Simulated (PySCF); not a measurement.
Task: Give a GFN2-xTB geometry of InChI=1S/C6H8O2S/c1-7-4-5-2-3-6(9)8-5/h2-3,9H,4H2,1H3/p-1. (Charge -1.)

Result: 
Z-matrix in Å and degrees, rows numbered from 1:
```
C 
O   1  1.4038
C   2  1.4328  1  112.61
C   3  1.4864  2  114.44  1    57.98
C   4  1.3666  3  132.48  2    70.79
C   5  1.4054  4  107.19  3  -177.73
C   6  1.3856  5  106.77  4     0.11
S   7  1.6821  6  130.66  5  -179.83
O   7  1.3671  6  109.03  5     0.22
H   1  1.0951  2  111.39  3   -56.76
H   1  1.0898  2  106.77  3  -176.32
H   1  1.0989  2  111.12  3    64.25
H   3  1.1007  2  109.06  1   -63.85
H   3  1.0949  2  103.75  1   179.53
H   5  1.0755  4  125.56  3     2.37
H   6  1.0722  5  127.71  4  -179.86
```

C7 (substituted aromatic carbon) is planar (angles 130.7°, 120.3° and 109.0°, sum 360.0°, 0.00 Å off the plane of its three neighbours). C5 (aromatic CH carbon) is planar (angles 127.3°, 125.6° and 107.2°, sum 360.0°, 0.00 Å off the plane of its three neighbours). C4 (substituted aromatic carbon) is planar (angles 132.5°, 117.9° and 109.5°, sum 360.0°, 0.02 Å off the plane of its three neighbours). Of the pairs four or more bonds apart, C4···H10 is among the closest relative to their van der Waals radii: 2.53 Å, 87 % of the sum of Bondi's values.

The geometry is computed with GFN2-xTB (gas phase).

Point group: C1 (no symmetry element, even within 0.4 Å). Stationary, but not proved a minimum. Torsions: C1–O2–C3–C4 58°, O2–C3–C4–C5 71°.

One conformer stands for the species.
